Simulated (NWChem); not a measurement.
Species: C₄H₇F; SMILES C1C(CC1)F

```xyz
12

F     -0.1542    -1.8154     0.0000
C      0.3995    -0.5468     0.0000
C     -0.0893     0.4312    -1.0840
C     -0.0447     1.5456     0.0000
C     -0.0893     0.4312     1.0840
H      1.4906    -0.6581     0.0000
H      0.5124     0.5478    -1.9903
H     -1.1199     0.1870    -1.3615
H      0.9103     2.0804     0.0000
H     -0.8551     2.2791     0.0000
H     -1.1199     0.1870     1.3615
H      0.5124     0.5478     1.9903
```
Atoms are numbered in this order, from 1.

Computed with NWChem. Medium grid unless said otherwise, to which SCAN and Minnesota functionals are sensitive. The geometry was optimised at B3LYP/6-31G* (spherical d). Total energies of different functionals are on different scales.

```tsv
level	energy (Ha)	highest occupied level (eV)	orbital gap (eV)	dipole (D)
PBE/def2-TZVP	-256.2413	-7.16	7.63	1.76
B3LYP/def2-TZVP	-256.5583	___	___	1.89
CAM-B3LYP/def2-TZVP	-256.4389	-10.15	12.18	1.94
PBE0/def2-TZVP	-256.2672	-8.67	9.95	1.87
r2SCAN/def2-TZVP	-256.4122	-7.46	8.65	1.83
```

Task: Complete the blanks.

Result: 
- B3LYP/def2-TZVP, highest occupied level (eV): -8.48
- B3LYP/def2-TZVP, orbital gap (eV): 9.41
